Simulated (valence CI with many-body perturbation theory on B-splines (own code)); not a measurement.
**Er³⁵⁺: electric-dipole lines**

Method: relativistic CI+MBPT: five valence electrons over a frozen Dirac-Fock core [Ar] 3d10, radial functions for each j: 9 s, 9 p, 8 d, 6 f, 3 g, 1 h, with the one-electron correlation potential Σ1, the two-electron term Σ2, the three-electron term Σ3, Breit, model QED; selected CI, second order for the rest (own B-spline code, finite nucleus).

No measured spectrum was set against this ion. As an estimate, large intervals hold to a few tenths of a per cent, small ones and those within an open d or f shell to about a per cent. Among the levels kept, up to 300 cm⁻¹ of a level comes from second order outside the variational space, and about a tenth of that is noise between levels of different J, which matters for small intervals.

Lines 101 to 150 of 218 in falling wavelength, among levels below 2369900 cm⁻¹, chosen from the strongest by gf and those to the six lowest levels. Wavelengths and rates use the calculated energies. Electric multipoles are in the length gauge, E1 and E2 with the static RPA response of the core. Weak lines are less certain than strong ones. Lines between different terms over intervals too small for the method are left out, as are lines whose strength nearly cancels. The highest levels of a list are the least certain.

Levels are named by their leading jj configuration (3d3/2^4 stands for four electrons in 3d with j = 3/2), which in mixed levels can hold well under half, so a name can repeat and another be missing. Letters in brackets count levels of one name in rising energy.

| λ vac (nm) | Upper | Lower | A (s⁻¹) | S (a.u.) |
| --- | --- | --- | --- | --- |
| 9.829 | (4s 4p1/2 4p3/2^3) J=3/2 | (4s^2 4p1/2 4p3/2^2) J=1/2 | 4.43e+08 | 8.31e-04 |
| 9.770 | (4s^2 4p1/2 4p3/2 4d3/2) J=3/2 [a] | (4s^2 4p1/2 4p3/2^2) J=5/2 | 1.03e+09 | 1.89e-03 |
| 9.733 | (4s^2 4p1/2 4p3/2 4d3/2) J=5/2 [a] | (4s^2 4p1/2 4p3/2^2) J=5/2 | 1.77e+09 | 4.82e-03 |
| 9.638 | (4s 4p1/2^2 4p3/2 4d3/2) J=5/2 [b] | (4s 4p1/2^2 4p3/2^2) J=3/2 | 1.11e+10 | 2.94e-02 |
| 9.414 | (4s^2 4p1/2 4p3/2 4d3/2) J=3/2 [a] | (4s^2 4p1/2 4p3/2^2) J=3/2 | 1.65e+07 | 2.72e-05 |
| 9.401 | (4s^2 4p1/2^2 4d3/2) J=3/2 | (4s^2 4p1/2^2 4p3/2) J=3/2 | 1.00e+09 | 1.65e-03 |
| 9.381 | (4s 4p1/2 4p3/2^3) J=3/2 | (4s^2 4p1/2 4p3/2^2) J=5/2 | 6.93e+08 | 1.13e-03 |
| 9.379 | (4s^2 4p1/2 4p3/2 4d3/2) J=5/2 [a] | (4s^2 4p1/2 4p3/2^2) J=3/2 | 1.08e+08 | 2.64e-04 |
| 9.376 | (4s^2 4p1/2 4p3/2 4d3/2) J=7/2 | (4s^2 4p1/2 4p3/2^2) J=5/2 | 1.81e+05 | 5.88e-07 |
| 9.362 | (4s^2 4p1/2 4p3/2 4d3/2) J=1/2 [a] | (4s^2 4p1/2 4p3/2^2) J=3/2 | 2.39e+08 | 1.93e-04 |
| 9.357 | (4s 4p1/2^2 4p3/2 4d5/2) J=3/2 | (4s 4p1/2^2 4p3/2^2) J=3/2 | 2.43e+09 | 3.93e-03 |
| 9.352 | (4s 4p1/2^2 4p3/2 4d3/2) J=5/2 [a] | (4s 4p1/2^2 4p3/2^2) J=5/2 | 7.10e+09 | 1.72e-02 |
| 9.308 | (4s 4p1/2^2 4p3/2 4d3/2) J=3/2 [a] | (4s 4p1/2^2 4p3/2^2) J=5/2 | 1.31e+10 | 2.09e-02 |
| 9.260 | (4s 4p1/2^2 4p3/2 4d5/2) J=5/2 | (4s^2 4p1/2^2 4d5/2) J=5/2 | 1.51e+09 | 3.54e-03 |
| 9.166 | (4s 4p1/2^2 4p3/2^2) J=5/2 | (4s^2 4p1/2^2 4p3/2) J=3/2 | 3.95e+09 | 9.00e-03 |
| 9.119 | (4s 4p1/2^2 4p3/2 4d3/2) J=5/2 [a] | (4s^2 4p1/2^2 4d3/2) J=3/2 | 2.01e+08 | 4.52e-04 |
| 9.108 | (4s 4p1/2^2 4p3/2 4d3/2) J=1/2 [b] | (4s 4p1/2^2 4p3/2^2) J=1/2 | 1.18e+10 | 8.82e-03 |
| 9.077 | (4s 4p1/2^2 4p3/2 4d3/2) J=3/2 [a] | (4s^2 4p1/2^2 4d3/2) J=3/2 | 1.52e+09 | 2.24e-03 |
| 9.077 | (4s 4p1/2^2 4p3/2 4d3/2) J=1/2 [a] | (4s^2 4p1/2^2 4d3/2) J=3/2 | 1.00e+09 | 7.41e-04 |
| 9.076 | (4s^2 4p3/2^2 4d3/2) J=1/2 | (4s^2 4p3/2^3) J=3/2 | 1.00e+10 | 7.38e-03 |
| 9.051 | (4s 4p1/2 4p3/2^3) J=3/2 | (4s^2 4p1/2 4p3/2^2) J=3/2 | 1.65e+10 | 2.41e-02 |
| 8.999 | (4s 4p1/2 4p3/2^3) J=5/2 | (4s^2 4p1/2 4p3/2^2) J=5/2 | 5.76e+09 | 1.24e-02 |
| 8.988 | (4s^2 4p3/2^2 4d3/2) J=3/2 [a] | (4s^2 4p3/2^3) J=3/2 | 5.74e+07 | 8.23e-05 |
| 8.971 | (4s 4p1/2^2 4p3/2 4d5/2) J=7/2 | (4s^2 4p1/2^2 4d5/2) J=5/2 | 1.79e+10 | 5.11e-02 |
| 8.964 | (4s^2 4p3/2^2 4d5/2) J=1/2 | (4s^2 4p3/2^3) J=3/2 | 1.81e+09 | 1.28e-03 |
| 8.950 | (4s^2 4p1/2 4p3/2 4d3/2) J=1/2 [b] | (4s^2 4p1/2 4p3/2^2) J=1/2 | 6.04e+09 | 4.27e-03 |
| 8.941 | (4s^2 4p3/2^2 4d3/2) J=5/2 | (4s^2 4p3/2^3) J=3/2 | 3.17e+09 | 6.71e-03 |
| 8.900 | (4s^2 4p1/2 4p3/2 4d3/2) J=3/2 [b] | (4s^2 4p1/2 4p3/2^2) J=1/2 | 7.19e+08 | 1.00e-03 |
| 8.840 | (4s^2 4p1/2 4p3/2 4d5/2) J=7/2 [a] | (4s^2 4p1/2 4p3/2^2) J=5/2 | 4.85e+08 | 1.32e-03 |
| 8.696 | (4s 4p1/2 4p3/2^3) J=5/2 | (4s^2 4p1/2 4p3/2^2) J=3/2 | 2.59e+07 | 5.04e-05 |
| 8.684 | (4s 4p1/2^2 4p3/2 4d3/2) J=3/2 [b] | (4s 4p1/2^2 4p3/2^2) J=5/2 | 4.57e+09 | 5.90e-03 |
| 8.611 | (4s^2 4p1/2 4p3/2 4d5/2) J=3/2 [a] | (4s^2 4p1/2 4p3/2^2) J=1/2 | 4.07e+08 | 5.13e-04 |
| 8.573 | (4s^2 4p1/2 4p3/2 4d3/2) J=5/2 [b] | (4s^2 4p1/2 4p3/2^2) J=5/2 | 1.19e+08 | 2.22e-04 |
| 8.531 | (4s^2 4p1/2 4p3/2 4d3/2) J=3/2 [b] | (4s^2 4p1/2 4p3/2^2) J=5/2 | 8.08e+09 | 9.91e-03 |
| 8.483 | (4s 4p1/2^2 4p3/2 4d3/2) J=3/2 [b] | (4s^2 4p1/2^2 4d3/2) J=3/2 | 9.49e+10 | 1.14e-01 |
| 8.446 | (4s 4p1/2^2 4p3/2 4d3/2) J=5/2 [b] | (4s 4p1/2^2 4p3/2^2) J=5/2 | 1.01e+10 | 1.81e-02 |
| 8.433 | (4s 4p1/2 4p3/2^3) J=1/2 | (4s^2 4p1/2 4p3/2^2) J=1/2 | 1.50e+08 | 8.87e-05 |
| 8.384 | (4s^2 4p3/2^2 4d3/2) J=3/2 [b] | (4s^2 4p3/2^3) J=3/2 | 9.09e+09 | 1.06e-02 |
| 8.301 | (4s^2 4p1/2 4p3/2 4d3/2) J=1/2 [b] | (4s^2 4p1/2 4p3/2^2) J=3/2 | 2.50e+10 | 1.41e-02 |
| 8.298 | (4s^2 4p1/2 4p3/2 4d3/2) J=5/2 [b] | (4s^2 4p1/2 4p3/2^2) J=3/2 | 2.97e+10 | 5.03e-02 |
| 8.264 | (4s^2 4p1/2 4p3/2 4d5/2) J=3/2 [a] | (4s^2 4p1/2 4p3/2^2) J=5/2 | 3.28e+10 | 3.66e-02 |
| 8.258 | (4s^2 4p1/2 4p3/2 4d3/2) J=3/2 [b] | (4s^2 4p1/2 4p3/2^2) J=3/2 | 3.46e+08 | 3.85e-04 |
| 8.256 | (4s 4p1/2^2 4p3/2 4d3/2) J=5/2 [b] | (4s^2 4p1/2^2 4d3/2) J=3/2 | 5.53e+10 | 9.21e-02 |
| 8.229 | (4s 4p1/2^2 4p3/2 4d5/2) J=3/2 | (4s 4p1/2^2 4p3/2^2) J=5/2 | 7.30e+10 | 8.03e-02 |
| 8.222 | (4s 4p1/2^2 4p3/2^2) J=1/2 | (4s^2 4p1/2^2 4p3/2) J=3/2 | 1.21e+11 | 6.66e-02 |
| 8.158 | (4s 4p1/2^2 4p3/2 4d5/2) J=5/2 | (4s 4p1/2^2 4p3/2^2) J=5/2 | 1.26e+11 | 2.03e-01 |
| 8.149 | (4s^2 4p1/2 4p3/2 4d5/2) J=3/2 [b] | (4s^2 4p1/2 4p3/2^2) J=1/2 | 1.31e+10 | 1.40e-02 |
| 8.098 | (4s^2 4p3/2^2 4d5/2) J=5/2 [a] | (4s^2 4p3/2^3) J=3/2 | 3.42e+06 | 5.38e-06 |
| 8.084 | (4s^2 4p1/2^2 4d5/2) J=5/2 | (4s^2 4p1/2^2 4p3/2) J=3/2 | 1.97e+11 | 3.08e-01 |
| 8.081 | (4s 4p1/2^2 4p3/2^2) J=3/2 | (4s^2 4p1/2^2 4p3/2) J=3/2 | 2.54e+11 | 2.64e-01 |
